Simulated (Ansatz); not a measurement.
Geometry optimisation, RKS PBE0-D4/6-31G in Ansatz.

Input file:

```yaml
crystal:
  periodic: [false, false, false]
  atoms:
    - { symbol: C, position_ang: [-1.3371, 0.5627, 1.8594] }
    - { symbol: Si, position_ang: [-0.7877, 1.1542, 0.1674] }
    - { symbol: B, position_ang: [0.2987, -0.2272, -0.6169] }
    - { symbol: Al, position_ang: [-0.3768, -2.094, -0.9567] }
    - { symbol: Si, position_ang: [2.1855, 0.1346, -1.0565] }
    - { symbol: H, position_ang: [-2.0164, 1.4202, 2.2909] }
    - { symbol: H, position_ang: [-0.4878, 0.4157, 2.5106] }
    - { symbol: H, position_ang: [-1.9448, -0.3038, 1.7344] }
    - { symbol: H, position_ang: [-1.9333, 1.4162, -0.6684] }
    - { symbol: H, position_ang: [-0.0023, 2.3969, 0.334] }
    - { symbol: H, position_ang: [0.4601, -3.2457, -1.5631] }
    - { symbol: H, position_ang: [-1.9541, -2.4018, -0.5642] }
    - { symbol: H, position_ang: [2.4538, 1.562, -0.7111] }
    - { symbol: H, position_ang: [3.0263, -0.7533, -0.2567] }
    - { symbol: H, position_ang: [2.3942, -0.0873, -2.4739] }
basis:
  gaussian: { orbitals: "6-31G" }
hamiltonian:
  xc: pbe0
  dispersion: d4
relax:
  f_tol: 0.02
  max_steps: 50
```

Run as:

```bash
$ ansatz run input.yaml --threads 1 --pin off --max-ram 2048MiB --backend cpu --events-out ev --progress --plain --runs-dir out
```

Question: Where does it end, and by what steps?

Answer: It converged. The force dipped under the threshold on the way, but the program's further checks kept it going. Limits of this set-up: no polarisation functions. After 36 steps the energy has fallen by 0.907 eV; H11 moved furthest, 1.79 Å.

| step | energy less start (eV) | largest force component (eV/Å) | accepted |
| --- | --- | --- | --- |
| 0 | 0.0000 | 2.518 | yes |
| 2 | -0.6342 | 0.348 | yes |
| 4 | -0.6583 | 0.030 | yes |
| 6 | -0.6632 | 0.071 | yes |
| 8 | -0.6785 | 0.308 | yes |
| 10 | -0.7340 | 0.271 | yes |
| 12 | -0.8117 | 0.187 | yes |
| 14 | -0.8656 | 0.192 | yes |
| 16 | -0.8821 | 0.270 | yes |
| 18 | -0.8941 | 0.041 | yes |
| 20 | -0.8963 | 0.062 | yes |
| 22 | -0.8991 | 0.047 | yes |
| 24 | -0.9003 | 0.049 | yes |
| 26 | -0.9021 | 0.048 | yes |
| 28 | -0.9036 | 0.065 | yes |
| 30 | -0.9054 | 0.030 | yes |
| 32 | -0.9061 | 0.035 | yes |
| 34 | -0.9066 | 0.017 | yes |
| 36 | -0.9069 | 0.015 | yes |

```xyz
15
Properties=species:S:1:pos:R:3
C -1.108 1.014 1.837
Si -1.078 1.018 -0.090
B 0.218 -0.439 -0.654
Al -0.455 -2.331 -1.280
Si 2.184 0.032 -0.533
H -1.786 1.794 2.197
H -0.107 1.209 2.234
H -1.456 0.049 2.219
H -2.489 0.825 -0.596
H -0.624 2.379 -0.567
H -0.660 -2.680 -2.845
H -0.817 -3.471 -0.191
H 2.502 1.139 0.441
H 3.104 -1.124 -0.231
H 2.550 0.536 -1.913
```

Whether the end is a true minimum wasn't checked by a vibrational analysis.

The run took 3.3 min on 1 thread of Arm Neoverse V2, with other jobs on the host, peak memory 0.22 GiB.
